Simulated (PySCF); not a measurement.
Be(Et)(SH) (C2H6BeS), SMILES C[CH2][Be][SH]. Geometry optimised at PBE0-D3(BJ)/def2-SVP. The values are those of a single conformer.

### Question
Give the equilibrium geometry at PBE0-D3(BJ)/def2-SVP (PySCF confirms it by a frequency run) as a Z-matrix. (An estimate is asked for; the answer gives what the named calculation found.)

### Answer
One answer among several that fit: 
```
C
H 1 1.1083
H 1 1.1086 2 103.93
C 1 1.5329 2 109.81 3 117.32
H 4 1.1019 1 111.83 2 -177.21
H 4 1.1020 5 106.69 1 122.56
H 4 1.1028 5 106.92 6 114.07
Be 1 1.6798 2 107.86 3 -113.86
S 8 1.9147 3 151.46 1 179.61
H 9 1.3539 8 92.35 3 -151.60
```
